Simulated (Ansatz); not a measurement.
**Question.** Predict a relaxed structure of the cluster TaTe2⁻ (the lowest singlet isomer of a short search), charge -1, singlet, at r2SCAN-D4/def2-TZVPD (Ansatz).

**Answer.** 
```tsv
atom	x (Å)	y (Å)	z (Å)
Ta1	0.074	-0.042	-0.851
Te2	-0.212	-2.152	0.517
Te3	0.138	2.193	0.334
```
Point group C2v (tolerance 0.1 Å). The metal has 2 neighbours: Te 2.53 Å, Te 2.53 Å. This is one stationary point.

In the def2 sets Ta, Te take a core potential; there is no spin–orbit coupling. The restricted singlet is unstable: a solution with broken spin symmetry lies lower. The relaxation made no stability test and no search for a lower SCF solution. At r2SCAN-D4/def2-TZVPD a triplet of charge -1 lies 0.63 eV below the restricted singlet, each at its own geometry. The structure comes from a short search, and lower isomers may exist.
